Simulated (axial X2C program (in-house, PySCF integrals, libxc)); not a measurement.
## What spin–orbit coupling does to InSe⁻

Computed with an in-house all-electron X2C program for linear molecules (integrals from PySCF). Spin-free means the one-electron spin-free X2C Hamiltonian; two-component (2c) means X2C with spin–orbit coupling and atomic mean-field two-electron Coulomb and Gaunt terms, so the difference of the two also holds small scalar two-electron terms. Basis: In dyall-acv3z [12s13p10d5f1g], Se dyall-acv3z [9s10p7d5f1g] (cores contracted in-house); Gaussian nuclei, density fitting, unrestricted open shells. Masses: In 114.904 u, Se 79.917 u.

Spin-free state: M_S = 0, Λ = 0 (closed shell); fragments In + Se-.

| level | Re (Å) | ωe (cm⁻¹) | De (eV) | μ (D) |
| --- | --- | --- | --- | --- |
| PBE0 | 2.442 | 263.1 | 3.529 | -3.02 |
| HF | 2.444 | 273.3 | 2.287 | -3.50 |
| MP2 | 2.470 | 260.7 | 3.637 | n/a |
| CCSD | 2.466 | 262.6 | 3.346 | n/a |
| CCSD(T) | 2.478 | 255.9 | 3.510 | n/a |
| BHandHLYP | 2.441 | 267.1 | 3.213 | -3.37 |

Correlated methods: 10 electrons correlated (number of frozen shells: In 4 s, 3 p, 2 d; Se 3 s, 2 p, 1 d), 338 virtual spin orbitals or spinors in MP2, 90 natural virtuals in coupled cluster.

Dipoles are positive if Se is the positive end and refer to the centre of mass.

Two-component determinant lowest at the distance of the search:

Ω = 0 (closed shell); fragments In + Se-.

| level | Re (Å) | ωe (cm⁻¹) | De (eV) | μ (D) |
| --- | --- | --- | --- | --- |
| PBE0 | 2.443 | 262.4 | n/a | -3.00 |
| HF | 2.445 | 272.6 | 2.021 | -3.48 |
| MP2 | 2.471 | 260.2 | 3.403 | n/a |
| CCSD | 2.467 | 261.9 | 3.119 | n/a |
| CCSD(T) | 2.479 | 255.3 | 3.279 | n/a |
| BHandHLYP | 2.442 | 266.3 | n/a | -3.35 |

From the two tables, how do the constants change at the CCSD(T) level (2c against spin-free)?

At the CCSD(T) level Re goes up by 0.001 Å and ωe decreases by 0.6 cm⁻¹; De changes by -0.231 eV.

Occupations by symmetry block were frozen at the best pattern of an incomplete PBE0 search. Closed shells are restricted here (equal orbitals for both partners); the stretched side of such a curve lies too high. Dissociation energies refer to the lowest single-determinant-based atoms at the same level and basis. De is not given where an atomic determinant may have missed its ground term or J level, or where the truncated virtual space spoils (T). Coupled cluster ran in a truncated set of natural virtual spinors; the MP2 energy of the rest was added. (T) has no such correction and the atoms are truncated less, which lowers De at CCSD(T) by a hundredth of an eV or more. The functionals have no current-density term, which raises determinants with orbital currents, atoms included. With the outer-core shells frozen, correlated bond lengths of heavy atoms tend to come out a few hundredths of an ångström too long. Hartree–Fock gets electron affinities wrong, so its lowest charge split need not be the true one.
